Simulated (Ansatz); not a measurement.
C₃H₈Te, SMILES `CC[Te]C`. Total charge 0; spin multiplicity 1. Te takes the def2 core potential. The geometry is a stationary point of PBE0-D4/def2-TZVP. It is one conformer, not always the lowest.

```xyz
12

C     1.910   -0.230    0.926
C     0.430   -0.123    0.623
Te    0.097    0.243   -1.470
C    -2.032    0.299   -1.297
H     2.070   -0.417    1.992
H     2.374   -1.050    0.373
H     2.439    0.690    0.668
H    -0.097   -1.045    0.872
H    -0.032    0.701    1.167
H    -2.328    1.108   -0.633
H    -2.398   -0.657   -0.927
H    -2.433    0.481   -2.293
```

Task: What is the dipole moment at PBE/def2-TZVPP? (Estimate.)

Result: Computed: 1.39 D, with components (-0.68, -0.18, 1.20) D in this frame, pointing from negative to positive charge.

Task: And with r2SCAN, B3LYP, ωB97M-V? (Best estimate.)

Result: Ansatz gave: r2SCAN 1.49 D, B3LYP 1.37 D, ωB97M-V 1.36 D.

Task: Give the Mulliken charges with PBE, r2SCAN, B3LYP in def2-TZVPP. (Estimate.)

Result: The calculation gave: 
```csv
atom,PBE,r2SCAN,B3LYP
C1,-0.26,-0.15,-0.26
C2,-0.27,-0.19,-0.29
Te3,0.09,0.06,0.14
C4,-0.46,-0.36,-0.48
H5,0.09,0.05,0.09
H6,0.09,0.06,0.09
H7,0.09,0.06,0.09
H8,0.11,0.08,0.11
H9,0.11,0.08,0.11
H10,0.13,0.10,0.13
H11,0.13,0.10,0.13
H12,0.14,0.10,0.13
```

B3LYP here is the variant with VWN-RPA as its local correlation; programs differ in this.
